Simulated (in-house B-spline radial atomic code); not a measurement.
Ionising Bi VII (Bi6+) with different functionals

Computed with an all-electron radial atomic-structure program (B-spline basis): four-component Dirac-Coulomb Hamiltonian, Fermi nucleus of rms radius 5.5211 fm, spin-restricted, spherical fractional occupations for the functionals, and exact exchange of hybrids averaged over the configuration. The ionisation energy is the difference of two self-consistent energies, [Xe] 4f14 5d9 → [Xe] 4f14 5d8, without Breit or QED terms; ε is the level of the shell that loses the electron (mean over j). The electron is taken from both j subshells in proportion to 2j + 1, so the result is a j average, not the step between ground levels.

```csv
method,rung,ΔSCF (eV),-ε(5d) (eV)
PBE0,global hybrid,?,?
LC-wPBE,range-separated hybrid,?,?
wB97X,range-separated hybrid,107.05,103.14
HSE06,range-separated hybrid,107.27,100.32
```

(1) What does PBE0 give?

(2) What does LC-wPBE give?

(3) Among the functionals, which spreads more, the ΔSCF values or the orbital energies?

(4) How do they compare with the NIST value?

Results:

(1) ΔSCF 107.31 eV, and -ε(5d) = 100.78 eV.

(2) ΔSCF 107.17 eV, and -ε(5d) = 103.40 eV.

(3) The orbital energies: ΔSCF values span about 0.26 eV and the orbital energies 3.08 eV; here energy differences depend much less on the functional than eigenvalues do.

(4) NIST lists 103 eV ± 2 (tabulated theory, ground level to ground level). Errors run from +4.05 to +4.31 eV. The correlated functionals all miss on the same side by more than they spread, so the cause is common to them (Breit-QED terms, spin polarisation, the choice among j levels, multiplet and fine-structure energies, or a listed next ion that isn't the cheapest removal here) and closeness doesn't rank the functionals.
